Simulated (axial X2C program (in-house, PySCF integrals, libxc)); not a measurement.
Outer orbitals of BiO⁻ at 1.989 Å, PBE0

Computed with an in-house all-electron X2C program for linear molecules (integrals from PySCF). Spin-free means the one-electron spin-free X2C Hamiltonian; two-component (2c) means X2C with spin–orbit coupling and atomic mean-field two-electron Coulomb and Gaunt terms, so the difference of the two also holds small scalar two-electron terms. Basis: Bi dyall-acv3z [13s15p11d7f1g], O dyall-av3z [7s6p3d2f] (cores contracted in-house); Gaussian nuclei, density fitting, unrestricted open shells. Masses: Bi 208.980 u, O 15.995 u.

The distance is close to the 2c PBE0 minimum; the highest filled and lowest empty levels are listed.

Spin-free orbitals, state M_S = 1, Λ = 0 (beyond evenly filled blocks: π+α, π-α) (Löwdin shares):

```tsv
symmetry	occupied	ε (eV)	atomic character
δ+α	yes	-23.58	100% Bi d
δ-α	yes	-23.58	100% Bi d
π+α	yes	-23.49	99% Bi d
π-α	yes	-23.49	99% Bi d
π+β	yes	-23.39	99% Bi d
π-β	yes	-23.39	99% Bi d
δ+β	yes	-23.37	100% Bi d
δ-β	yes	-23.37	100% Bi d
σα	yes	-18.74	72% O s, 11% Bi d, 6% Bi s
σβ	yes	-17.77	72% O s, 10% Bi d, 6% Bi s
σα	yes	-10.12	67% Bi s, 18% O p, 7% O s
σβ	yes	-9.03	65% Bi s, 20% O p, 8% O s
π+α	yes	-2.98	78% O p, 18% Bi p, 2% Bi f
π-α	yes	-2.98	78% O p, 18% Bi p, 2% Bi f
σα	yes	-2.89	63% O p, 25% Bi p, 7% Bi s
σβ	yes	-2.47	61% O p, 26% Bi p, 8% Bi s
π-β	yes	-1.57	73% O p, 21% Bi p, 3% Bi d
π+β	yes	-1.57	73% O p, 21% Bi p, 3% Bi d
π-α	yes	0.08	70% Bi p, 17% O p, 7% Bi d
π+α	yes	0.08	70% Bi p, 17% O p, 7% Bi d
σα	no	2.74	72% Bi p, 24% Bi s
π-β	no	2.80	73% Bi p, 16% O p, 7% Bi d
π+β	no	2.80	73% Bi p, 16% O p, 7% Bi d
σβ	no	3.09	82% Bi p, 14% Bi s, 2% Bi d
```

The highest filled level is positive, so this functional does not bind it, and the empty levels of an anion are set by the basis.

Spinors with spin–orbit coupling (state Ω = 0):

```
  ω  occupied  ε (eV)            atomic character     λ mixture
1/2       yes  -24.96                    97% Bi d  54% π, 46% σ
3/2       yes  -24.87                   100% Bi d  81% δ, 19% π
1/2       yes  -22.19            93% Bi d, 5% O s  54% σ, 46% π
5/2       yes  -21.88                   100% Bi d        100% δ
3/2       yes  -21.86                    99% Bi d  81% π, 19% δ
1/2       yes  -17.83  71% O s, 12% Bi d, 6% Bi s   99% σ, 1% π
1/2       yes   -9.31   66% Bi s, 19% O p, 7% O s        100% σ
1/2       yes   -2.80  56% O p, 37% Bi p, 4% Bi s  54% σ, 46% π
1/2       yes   -2.06  73% O p, 19% Bi p, 3% Bi s  57% π, 43% σ
3/2       yes   -1.59  76% O p, 18% Bi p, 2% Bi f        100% π
1/2       yes    0.40  58% Bi p, 27% O p, 8% Bi d   95% π, 5% σ
3/2        no    2.54  76% Bi p, 13% O p, 8% Bi d        100% π
1/2        no    2.85          76% Bi p, 21% Bi s        100% σ
1/2        no    3.19                    98% Bi p   99% π, 1% σ
3/2        no    3.53   91% Bi p, 4% O p, 3% Bi d        100% π
```

One partner of each degenerate Kramers or spin pair is listed. The highest filled level is positive, so this functional does not bind it, and the empty levels of an anion are set by the basis.

(1) How does the gap between the highest filled and lowest empty level change from the spin-free to the 2c table?

Mulliken charges and populations of the two-component result (they depend on the basis, above all on diffuse functions):

Bi 0.07 e (s 11.92 p 26.91 d 30.07 f 14.03), O -1.07 e (s 4.06 p 4.99 d 0.03).

One determinant describes the state; a PBE0 search over occupations chose it and may have missed a lower one. Other states lie close and PBE0, whose exact exchange favours high spin, may order them wrongly; the determinant shown need not be the ground state. The nearest other spin-free determinant of the search, M_S = 0, Λ = 2, lies 0.60 eV up at the distance of the search. The 2c closed shell (π1/2)² is the Ω = 0⁺ component of the spin-free π² triplet, mixed with the ¹Σ⁺ state; no single spin-free determinant represents it. The highest occupied level of some functionals is positive through self-interaction error; at Hartree–Fock it is bound.

Results:

(1) From 2.66 to 2.14 eV at PBE0, a change of -0.52 eV.
